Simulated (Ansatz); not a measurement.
TiO₂ was relaxed with PBE-D4 (def2-TZVP, def2-TZVPD) in Ansatz in these states: charge +1 doublet, charge -1 doublet, neutral singlet. The geometries follow in no particular order.

A:

Cartesian coordinates in Å:
```
Ti 0.2427 0.5679 -0.1092
O 0.8140 -0.8394 -0.7548
O -1.0567 0.2715 0.8641
```

B:

```xyz
3

Ti    0.376    0.604   -0.245
O    -1.196    0.108   -0.414
O     0.820   -0.711    0.659
```

C:

Cartesian coordinates in Å:
```
Ti 0.619 0.095 0.085
O -0.041 -1.287 -0.611
O -0.579 1.191 0.527
```

**Question.** Judge from the bond lengths which geometry belongs to which state (an estimate).

**Answer.** A is the neutral singlet (Ti1–O3 1.650 Å, Ti1–O2 1.650 Å); B is the charge +1 doublet (Ti1–O3 1.657 Å, Ti1–O2 1.657 Å); C is the charge -1 doublet (Ti1–O3 1.683 Å, Ti1–O2 1.683 Å).

At PBE-D4/def2-TZVPD the highest occupied level of the relaxed charge -1 doublet lies above zero (up to 0.70 eV). By energy differences its removal costs 1.49 eV (each at its own geometry, to the charge 0 singlet, at PBE-D4/def2-TZVPD); the vertical value is larger still, so the positive level points to self-interaction error.
